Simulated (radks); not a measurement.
Problem. Eu, configuration [Xe] 4f7 6s2. All-electron calculation, scalar-relativistic Kohn-Sham, BLYP, spin-unpolarised, spherical densities, point nucleus. Program: a radial shooting solver on a logarithmic mesh with Libxc functionals. Some entries of the table are withheld. Estimate them.

orbital  occ.  eigenvalue (hartree)  <1/r> (bohr^-1)
1s          2             -1777.828              (1)
2s          2                   (2)              (3)
2p          6             -260.1033            15.23
3s          2             -64.22702            5.964
3p          6             -54.32287            5.614
3d         10             -41.08346            5.328
4s          2             -12.73758            2.508
4p          6              -9.48000            2.306
4d         10              -4.94412            2.025
5s          2              -1.63271              (4)
5p          6                   (5)           0.8001
6s          2              -0.12839           0.2960
4f          7              -0.09147            1.406

Solution. 
(1) 1s <1/r> (bohr^-1): 70.24
(2) 2s eigenvalue (hartree): -291.9365
(3) 2s <1/r> (bohr^-1): 16.28
(4) 5s <1/r> (bohr^-1): 0.9592
(5) 5p eigenvalue (hartree): -0.86456
